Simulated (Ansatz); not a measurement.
A nudged elastic band was laid between two geometries of AlClH₆OSi (10 atoms, charge 0, multiplicity 1).

Theory: Ansatz, RKS PBE0-D4/def2-SVP.

```yaml
movable_images: 5
climbing_image: yes
spring: 5.0 eV/Å²
optimiser: quadratic models (default)
start_path: through a guess of the saddle point
force_threshold: 0.05 eV/Å
iteration_limit: 50
end_points: relaxed
```

First end point:

```xyz
10
Properties=species:S:1:pos:R:3
Si 0.246 0.077 0.380
H 0.854 0.833 1.513
H 1.138 0.106 -0.799
H -1.131 0.553 0.124
Cl -0.985 -2.024 -1.651
O 0.207 -1.538 1.032
Al -0.344 -3.168 0.077
H 1.017 -3.966 -0.114
H -1.514 -3.729 0.997
H 0.482 -1.623 1.955
```

Last end point:

```xyz
10
Properties=species:S:1:pos:R:3
Si -0.092 -0.622 -0.194
H 1.050 0.912 2.319
H 1.105 0.057 -0.746
H -1.147 0.338 0.211
Cl -0.932 -1.776 -1.808
O 0.197 -1.842 0.838
Al -0.313 -3.423 0.214
H 0.819 -4.339 -0.405
H -1.727 -3.940 0.699
H 1.009 0.154 2.386
```

What changes between the two ends?

Bonds broken: Si1–H2, O6–H10. Bonds formed: Si1–Cl5, H2–H10. AlClH6OSi becomes AlClH4OSi + H2.

What energy profile does the band end with?

It converged. The highest image is number 2 of 0 to 6, 36.3 kcal/mol above the first end and 26.4 kcal/mol above the last; the last end lies 10.0 kcal/mol above the first. A vibrational analysis at the climbing image gives one clearly imaginary mode, 1450i cm⁻¹: a first-order saddle point. The orbitals stay closed-shell, which can raise the energy where a bond breaks towards radicals; this wasn't checked here.

```tsv
image	path coordinate (Å)	energy (kcal/mol)	Si1–H2 (Å)	O6–H10 (Å)	Si1–Cl5 (Å)
0	0.00	0.0	1.49	0.97	3.17
1	0.68	9.2	1.52	0.97	2.71
2	1.37	36.3	1.74	1.25	2.36
3	1.82	21.7	2.05	1.68	2.22
4	2.28	13.1	2.42	2.03	2.17
5	2.74	10.4	2.78	2.38	2.16
6	3.20	10.0	3.16	2.65	2.15
```

What is the geometry of the highest image?


```xyz
10
Properties=species:S:1:pos:R:3
Si 0.039 -0.267 0.134
H 0.771 0.334 1.589
H 1.115 0.221 -0.754
H -1.190 0.543 0.262
Cl -0.857 -1.759 -1.458
O 0.255 -1.666 1.079
Al -0.259 -3.244 0.262
H 0.984 -4.096 -0.223
H -1.581 -3.847 0.888
H 0.691 -0.699 1.733
```

What are the harmonic wavenumbers there?

1450i, 94, 250, 328, 335, 352, 422, 529, 559, 633, 655, 773, 823, 827, 902, 952, 1069, 1198, 1853, 1935, 1958, 1963, 2298, 2328 cm⁻¹.

The band took 22 iterations and of the order of 14 core-minutes.

Time of the run: 7.4 min on 2 threads of Intel(R) Xeon(R) Platinum 8259CL CPU @ 2.50GHz (Skylake/Cascade Lake), with other jobs on the host, peak memory 0.24 GiB.
